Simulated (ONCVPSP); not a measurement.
# Reading a pseudo-wave (indium (In))

Columns: radius, all-electron u(r) and pseudo u(r) of the 4s shell (level -137.72 eV) of indium in the configuration [Ar] 3d10 4s2 4p6 4d10 5s1; PBE, scalar-relativistic, ONCV scheme, ONCVPSP 4.0.1.

```
r (bohr)  all-electron  pseudo
   0.088        0.4637  0.1408
   0.175       -0.2722  0.2899
   0.262       -0.7144  0.4534
   0.350       -0.4195  0.6300
   0.438        0.1663  0.8057
   0.525        0.6976  0.9610
   0.612        1.0573  1.0806
   0.700        1.2374  1.1509
   0.788        1.2728  1.1650
   0.875        1.2133  1.1261
   0.962        1.1008  1.0449
   1.050        0.9635  0.9342
   1.138        0.8224  0.8098
   1.225        0.6904  0.6862
   1.312        0.5717  0.5706
   1.400        0.4671  0.4669
   1.487        0.3793  0.3792
   1.575        0.3050  0.3049
   1.662        0.2446  0.2445
   1.750        0.1946  0.1945
   1.838        0.1542  0.1542
   1.925        0.1221  0.1221
   2.012        0.0964  0.0964
   2.100        0.0758  0.0757
   2.188        0.0594  0.0593
   2.275        0.0466  0.0465
```

(1) How many radial nodes do the two functions have?

(2) At about which radius was the pseudo-wave matched?

(3) Is the pseudo-wave norm-conserving?

Results:

(1) The all-electron 4s function has n − l − 1 = 3 (the table is too coarse to show those close to the nucleus); the pseudo-wave has 0, since the states of the same l below it are removed with the core.

(2) 1.50 bohr. The columns agree to 0.0005 from 1.40 bohr on; several derivatives are matched, so the curves merge somewhat inside the radius.

(3) Yes: the ONCV scheme keeps the norm inside the radius equal to the all-electron one, which fixes the energy derivative of the logarithmic derivative at the level.
